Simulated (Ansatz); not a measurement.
Saddle point of Si$_{2}$H$_{6}$OF$_{4}$, closed shell (Si₂H₃F₃ ([F][Si]([F])([F])[SiH3]) + H₂O + HF → SiF₄ ([F][Si]([F])([F])[F]) + SiH₄ + H₂O; bonds formed: Si1–F7, Si2–H8, H6–O9; bonds broken: Si1–Si2, H6–F7, H8–O9), PBE0-D4/def2-TZVP structure:

```csv
atom,x (Å),y (Å),z (Å)
Si1,-1.2011,-0.0881,0.3651
Si2,0.3806,0.0864,-1.5772
F3,-2.5265,-0.9616,0.3040
F4,-1.8082,1.1593,-0.4940
F5,-0.9958,0.7254,1.7452
H6,1.1157,-0.7291,1.4728
F7,-0.3096,-1.4237,0.9459
H8,0.9710,0.2869,0.2895
O9,1.5992,0.1143,1.2479
H10,1.6682,-0.6549,-1.7116
H11,-0.6538,-0.7176,-2.2874
H12,0.4997,1.4323,-2.1817
H13,1.2608,0.7704,1.8814
```

Energies are electronic, without zero-point energy. Barriers and step energies count from the start structure reached by relaxing down the imaginary mode; all methods use the PBE0-D4 structures, on which another method's saddle can fall below an end. Program: Ansatz 0.2.0. Basis: def2-TZVPP, with def2-QZVPP for the basis limit. Cores are frozen in the correlated methods. B3LYP uses VWN-RPA correlation. Extrapolation: Hartree–Fock as exp(−7.88 √X), correlation as X^−2.97.

| method | barrier (kJ/mol) | step energy (kJ/mol) |
| --- | --- | --- |
| SPW92 | 79.8 | -70.4 |
| PBE-D4 | 129.7 | -79.4 |
| BLYP-D4 | 155.7 | -96.0 |
| r2SCAN-D4 | 128.2 | -109.1 |
| B97M-V | 140.7 | -120.4 |
| PBE0-D4 | 146.5 | -92.4 |
| B3LYP-D4 | ? | -104.7 |
| r2SCAN0-D4 | ? | -113.5 |
| BHLYP-D4 | 185.2 | -118.4 |
| CAM-B3LYP-D4 | 165.0 | -108.9 |
| wB97X-V | 161.7 | -106.3 |
| wB97M-V | 152.9 | -113.0 |
| B2PLYP | 170.8 | -114.2 |
| PBE-QIDH | ? | -109.3 |
| RPA on PBE | 169.8 | -120.5 |
| HF | 245.7 | -151.7 |
| MP2 | 167.1 | -120.1 |
| CCSD | 183.8 | -123.0 |
| CCSD(T) | 170.1 | -117.7 |

(1) Fill in the withheld barriers. (Judge from chemistry; the value comes from the calculation.)

No T1 diagnostic of these runs exceeds 0.013.

Results:

(1) By the calculation: PBE-QIDH 159.3; r2SCAN0-D4 144.2; B3LYP-D4 166.0 kJ/mol. Each is the energy of the saddle less that of the start structure, by the same method.

For comparison, the barrier by CCSD(T) at an estimated basis limit (MP2 extrapolated from triple and quadruple zeta, plus CCSD(T) − MP2 in triple zeta) is 166.6 kJ/mol.

Labels in which every atom is bracketed show which atoms are joined, not bond orders.

For scale, one of the runs: CCSD(T)/def2-TZVPP, 323 basis functions, launched by `ansatz run in.yaml --threads 4 --pin off --events-out ev --progress --plain --max-ram 66560MiB --backend cuda --devices 0, --max-vram 37GiB`. Hardware: 4 CPU threads of an AMD EPYC 7R13 and a share of one NVIDIA H100, shared host. Wall time 16 s; peak host memory 0.84 GiB.
